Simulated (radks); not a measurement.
Spherical quantum dot in the effective-mass picture: electrons in a hard-walled sphere of radius 3.52, with a point charge +1 (a donor) at the centre, all in effective atomic units (hartree* = m*/eps^2 hartree, bohr* = eps/m* bohr), one dielectric constant everywhere. Calculated with a radial shooting solver with Libxc functionals: non-relativistic Kohn-Sham, LDA (Slater exchange, Perdew-Wang correlation), spin-polarised, spherical densities. Levels are named by radial order and angular momentum (1s, 1p, 1d, 2s, ...), and open shells are averaged over m. Results are scaled to m* = 0.134 and eps = 9.3, for which hartree* = 42.16 meV and bohr* = 3.673 nm.

N = 3, configuration 1s2 1p(up 1, down 0). This is the lowest configuration that the search found. Occupied and some empty levels:

| level | occupation | eigenvalue (meV) | <r> (nm) |
|---|---|---|---|
| 1s up | 1 | 33.405 | 5.658 |
| 1s down | 1 | 35.110 | 5.570 |
| 1p up | 1 | 55.283 | 7.640 |
| 1p down | 0 | 57.529 | 7.633 |
| 2s up | 0 | 75.687 | 6.385 |
| 2s down | 0 | 77.106 | 6.446 |
| 1d up | 0 | 77.479 | 8.407 |
| 1d down | 0 | 79.767 | 8.414 |
| 1f up | 0 | 103.81 | 8.902 |
| 1f down | 0 | 106.05 | 8.912 |

Energy (meV): total 36.7476, kinetic 74.809, external -98.084, Hartree 99.005, exchange-correlation -38.983.
